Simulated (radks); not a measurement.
Problem. The neon ion Ne2+, 8 electrons, occupied as [He] 2s2 2p4 (the NIST ground configuration). Method: Dirac Kohn-Sham, Wu-Cohen GGA, spin-unpolarised, spherical densities, finite nucleus; open shells fill j = l - 1/2 first; Fermi nuclear charge, rms radius 3.0055 fm; computed with a radial shooting solver on a logarithmic mesh with Libxc functionals. Some entries of the table are withheld. Estimate them.

orbital  occ.  eigenvalue (eV)  <r^2> (bohr^2)  r(max) (bohr)
1s1/2       2        -880.3507         0.03369         0.1027
2s1/2       2              (1)          0.8242         0.6601
2p1/2       2         -54.8995             (2)            (3)
2p3/2       2         -54.7634             (4)            (5)

Solution. 
(1) 2s1/2 eigenvalue (eV): -77.9462
(2) 2p1/2 <r^2> (bohr^2): 0.8291
(3) 2p1/2 r(max) (bohr): 0.5800
(4) 2p3/2 <r^2> (bohr^2): 0.8323
(5) 2p3/2 r(max) (bohr): 0.5812
